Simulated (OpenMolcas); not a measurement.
**Eu3+: effect of the IPEA shift**

| Item | Value |
| --- | --- |
| Program | OpenMolcas 26.06 |
| Basis | ANO-RCC-VTZP [8s7p5d3f2g1h] |
| Scalar Hamiltonian | DKH2, point nucleus |
| Active space | 6 electrons in 7 orbitals (4f) |
| State averaging | 2S+1 = 7 even, 7 roots; 2S+1 = 5 even, 140 roots (105 in the spin-orbit step); 2S+1 = 3 even, 259 roots kept (CI in the orbitals of an earlier block, 141 in the spin-orbit step); 2S+1 = 1 even, 134 roots kept (CI in the orbitals of an earlier block, 47 in the spin-orbit step) |
| Spin-orbit coupling | RASSI with atomic mean-field integrals over the reference wave functions, term energies averaged over their components |

Methods on the same reference wave functions:
A. CASSCF
B. MS-CASPT2, IPEA 0 Eh, imaginary shift 0.1 Eh (closed shells correlated: 5s 5p)
C. MS-CASPT2, IPEA 0.25 Eh, imaginary shift 0.1 Eh (closed shells correlated: 5s 5p)

Energies in cm⁻¹ above 4f⁶ ⁷F₀.

| Level | A | B | C |
| --- | --- | --- | --- |
| 4f⁶ ⁷F₀ | 0.0 | 0.0 | 0.0 |
| 4f⁶ ⁷F₁ | 384 | 446 | 429 |
| 4f⁶ ⁷F₂ | 1076 | 1215 | 1176 |
| 4f⁶ ⁷F₃ | 1988 | 2180 | 2130 |
| 4f⁶ ⁷F₄ | 3048 | 3270 | 3210 |
| 4f⁶ ⁷F₅ | 4205 | 4410 | 4360 |
| 4f⁶ ⁷F₆ | 5419 | 5590 | 5540 |
| 4f⁶ ⁵D₀(1) | 20720 | 16380 | 17340 |
| 4f⁶ ⁵D₁(1) | 22416 | 18120 | 19080 |
| 4f⁶ ⁵D₂(1) | 25007 | 20700 | 21670 |
| 4f⁶ ⁵D₃(1) | 28132 | 23770 | 24750 |
| 4f⁶ ⁵L₆ | 28924 | 26750 | 27650 |
| 4f⁶ ⁵L₇ | 29966 | 27830 | 28720 |
| 4f⁶ ⁵L₈ | 30985 | 28900 | 29770 |
| 4f⁶ ⁵G₂(1) | 31291 | 27050 | 28100 |
| 4f⁶ ⁵G₃(1) | 31467 | 27300 | 28330 |
| 4f⁶ ⁵G₅(1) | 31743 | 27680 | 28690 |
| 4f⁶ ⁵G₆(1) [74 %] | 31808 | 27760 | 28780 |
| 4f⁶ ⁵L₉ | 31843 | 29790 | 30660 |
| 4f⁶ ⁵L₁₀ | 32451 | 30410 | 31290 |
| 4f⁶ ⁵H₃(1) | 36717 | 32900 | 33840 |
| 4f⁶ ⁵H₇(1) | 36826 | 32990 | 33960 |
| 4f⁶ ⁵H₄(1) [73 %] | 37202 | 33330 | 34290 |
| 4f⁶ ⁵H₆(1) [64 %] | 37330 | 33430 | 34400 |

Between B and C the level of the table that moves most is 4f⁶ ⁵G₂(1), by 1100 cm-1 (lowest in B, highest in C). Moves below CASPT2's spread within the term are not significant.

From A to B the spin-free energies of the other terms of 4f⁶ shown, above ⁷F, scale by factors of 0.81 to 0.92, as is usual when dynamic correlation screens the repulsion within a d or f shell.

The lowest spin-free term lies below A's lowest term by 0.472 hartree in B, 0.464 hartree in C.

Term energies are means over components that CASPT2 splits; among the terms shown or strongly mixed into the levels shown the widest spread is 300 cm-1 (4f⁶ ⁵I, B). High states are left out of the spin-orbit mixing, which shifts the levels that they would mix with. Without dynamic correlation excited terms often stand tens of per cent too high (terms of higher spin than the ground term too low), and those without a measured partner can miss by more than the paired ones (holds for A). Blocks of more than 70 roots (2S+1 = 5 even, 3 even) ran without multistate coupling (holds for B; C). Levels of configurations outside the active space are missing. Levels that lie high or do not pair safely by name in every column are left out.

A share in square brackets marks a mixed level and gives the weight of the term that names it, the lowest over the columns. A number in round brackets counts repeated terms of one configuration in the order of the reference energies.
